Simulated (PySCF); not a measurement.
Cartesian coordinates in Å; atom numbers follow the order of the lines, from 1:
```xyz
18

C     5.368   -0.483    1.264
C     4.232   -0.375    0.846
C     2.923   -0.236    0.326
C     1.808   -0.671    0.964
C     0.502   -0.498    0.458
C    -0.645   -0.359    0.045
B    -2.071   -0.178   -0.474
C    -2.318   -0.261   -2.026
C    -3.242    0.034    0.551
H     6.370   -0.583    1.639
H     2.821    0.261   -0.644
H     1.911   -1.168    1.936
H    -1.895   -1.192   -2.440
H    -3.375   -0.183   -2.320
H    -1.758    0.553   -2.520
H    -2.935    0.443    1.524
H    -3.649   -0.978    0.747
H    -4.076    0.622    0.138
```

In vacuum, relativity neglected, one conformer, averaged over atoms made equivalent by symmetry, fast rotation or ring inversion. HF/pcSseg-1 with gauge-including orbitals; geometry: PBE0-D3(BJ)/def2-SVP; PySCF.

List the cross peaks expected in HSQC, COSY and HMBC spectra.

Results:



HSQC (one-bond C–H):
```csv
δH,δC
6.41 (H12),133.8 (C4)
6.14 (H11),134.4 (C3)
4.05 (H10),98.9 (C1)
0.93 (H13/H14/H15/H16/H17/H18),14.2 (C8/C9)
```

COSY cross peaks (H two or three bonds apart, from the bond graph; peaks can be absent where the dihedral angle is near 90°):
```csv
δH,δH
6.41 (H12),6.14 (H11)
```

HMBC (two and three bonds, from the bond graph):
```csv
δH,δC
6.41 (H12),"134.4 (C3), 122.4 (C5), 105.2 (C6), 72.8 (C2)"
6.14 (H11),"133.8 (C4), 122.4 (C5), 98.9 (C1), 72.8 (C2)"
4.05 (H10),"134.4 (C3), 72.8 (C2)"
0.93 (H13/H14/H15/H16/H17/H18),"105.2 (C6), 14.2 (C8/C9)"
```

Shifts are taken against calculated references (same method and geometry level): ¹H (31.69 ppm), ¹³C (190.85 ppm) vs TMS.

A carbon bonded to boron is broadened by the quadrupolar boron nucleus and is often missing from a measured spectrum. Shifts are as computed. Against solution values, carbons near 30 ppm lie about -0 ppm off and those near 130 ppm about +7 ppm. Of 1211 compounds with measured shifts, 218 miss one by over three times the rms of a fit or turn the order of signals round; such compounds aren't used in these exercises.
